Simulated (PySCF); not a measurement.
A species of formula C6H11FOSi has this rotational fingerprint, computed with PBE0/pcSseg-1 in PySCF (dipole) on a GFN2-xTB geometry, gas phase:

```
Rotational constants : A = 2159, B = 691.0, C = 641.9 MHz
Dipole components    : |μa| = 4.05 D, |μb| = 0.43 D, |μc| = 0.53 D
Inertial defect      : -178.07 u·Å²
κ                    : -0.94
```

Question: Which structure is it? (One computed conformer of each.)
A. `[CH3:1][C:2]([CH3:3])=[C:4]([CH:5]=[O:6])[CH2:7][SiH2:8][F:9]` with C2–C4–C5–O6 -170°, C2–C4–C7–Si8 97°, C4–C7–Si8–F9 -72°
B. `[CH3:1][C@@H:2]1[CH2:3][CH2:4][C@@:5]1([SiH3:6])[C:7](=[O:8])[F:9]` with C4–C5–C7–O8 -28°, C1–C2–C3–C4 -134°, C2–C3–C4–C5 12°, C3–C4–C5–Si6 108°, C1–C2–C5–C4 133°
C. `[F:1][C@@H:2]1[CH2:3][CH2:4][CH:5]=[CH:6][C@H:7]1[O:8][SiH3:9]` with C6–C7–O8–Si9 -163°, F1–C2–C3–C4 176°, C2–C3–C4–C5 46°, C3–C4–C5–C6 -15°, C5–C6–C7–O8 -137°
D. `[CH2:1]=[C:2]([CH3:3])[C@@:4]1([F:5])[SiH2:6][C@@H:7]1[O:8][CH3:9]` with C1–C2–C4–F5 175°, Si6–C7–O8–C9 -153°
E. `[CH3:1][CH:2]([CH3:3])[SiH2:4]/[C:5]([F:6])=[CH:7]/[CH:8]=[O:9]` with C1–C2–Si4–C5 67°, C2–Si4–C5–F6 -86°, C5–C7–C8–O9 180°

Answer: E. It is CC(C)[SiH2]/C(F)=C/C=O, a near-prolate asymmetric top, point group C1. The candidates at the same level (rigid rotor, commonest isotopes):

```json
{"SMILES": "C[C@@H]1CC[C@@]1([SiH3])C(=O)F", "A (MHz)": "1622", "B (MHz)": "1179", "C (MHz)": "1121", "μa (D)": "3.45", "μb (D)": "0.54", "μc (D)": "0.29", "Δ (u·Å²)": "-289.45", "point group": "C1", "rotor": "asymmetric top"}
{"SMILES": "CC(C)=C(C=O)C[SiH2]F", "A (MHz)": "1563", "B (MHz)": "1102", "C (MHz)": "743.9", "μa (D)": "2.33", "μb (D)": "1.96", "μc (D)": "0.84", "Δ (u·Å²)": "-102.43", "point group": "C1", "rotor": "asymmetric top"}
{"SMILES": "CC(C)[SiH2]/C(F)=C/C=O", "A (MHz)": "2159", "B (MHz)": "691.0", "C (MHz)": "641.9", "μa (D)": "4.05", "μb (D)": "0.43", "μc (D)": "0.53", "Δ (u·Å²)": "-178.07", "point group": "C1", "rotor": "near-prolate asymmetric top"}
{"SMILES": "F[C@@H]1CCC=C[C@H]1O[SiH3]", "A (MHz)": "2570", "B (MHz)": "938.2", "C (MHz)": "720.8", "μa (D)": "1.93", "μb (D)": "0.35", "μc (D)": "0.14", "Δ (u·Å²)": "-34.17", "point group": "C1", "rotor": "asymmetric top"}
{"SMILES": "C=C(C)[C@@]1(F)[SiH2][C@@H]1OC", "A (MHz)": "1716", "B (MHz)": "1138", "C (MHz)": "928.9", "μa (D)": "0.65", "μb (D)": "0.30", "μc (D)": "0.89", "Δ (u·Å²)": "-194.76", "point group": "C1", "rotor": "asymmetric top"}
```

`C[C@@H]1CC[C@@]1([SiH3])C(=O)F` has C 75 % too high; `C=C(C)[C@@]1(F)[SiH2][C@@H]1OC` has B 65 % too high; `CC(C)=C(C=O)C[SiH2]F` has B 60 % too high; `F[C@@H]1CCC=C[C@H]1O[SiH3]` has B 36 % too high. No structure here is proved a minimum.
